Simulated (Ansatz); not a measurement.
Start from `OC[SiH2]O` and change one atom or group to get `OC[SiH2]S`.

Ansatz, PBE0-D4/def2-TZVP geometries, multiplicity 1. Each molecule was computed in one conformer, which needn't be the lowest.

| property | `OC[SiH2]O` |
| --- | --- |
| HOMO–LUMO gap (PBE/def2-TZVPP) / eV | 5.04 |
| LUMO energy (ωB97M-V/def2-TZVPP) / eV | 1.58 |
| size of the dipole moment (PBE/def2-TZVPP) / D | 2.31 |
| HOMO energy (PBE/def2-TZVPP) / eV | -5.93 |
| HOMO energy (ωB97M-V/def2-TZVPP) / eV | -9.82 |
| LUMO energy (PBE0/def2-TZVPP) / eV | -0.01 |

Q: What does the change do to each property? (An estimate is asked.)

A: Computed: 
| property | `OC[SiH2]S` | shift |
| --- | --- | --- |
| HOMO–LUMO gap (PBE/def2-TZVPP) / eV | 5.45 | 0.41 |
| LUMO energy (ωB97M-V/def2-TZVPP) / eV | 1.93 | 0.35 |
| size of the dipole moment (PBE/def2-TZVPP) / D | 2.58 | 0.27 |
| HOMO energy (PBE/def2-TZVPP) / eV | -6.03 | -0.10 |
| HOMO energy (ωB97M-V/def2-TZVPP) / eV | -9.46 | 0.36 |
| LUMO energy (PBE0/def2-TZVPP) / eV | 0.31 | 0.32 |

With PBE0 the HOMO rises by 0.21 eV and the LUMO rises by 0.32 eV, so the gap widens by about 0.11 eV. PBE moves the HOMO by -0.10 eV and ωB97M-V by 0.36 eV. Dipoles are sizes alone; their direction can turn.
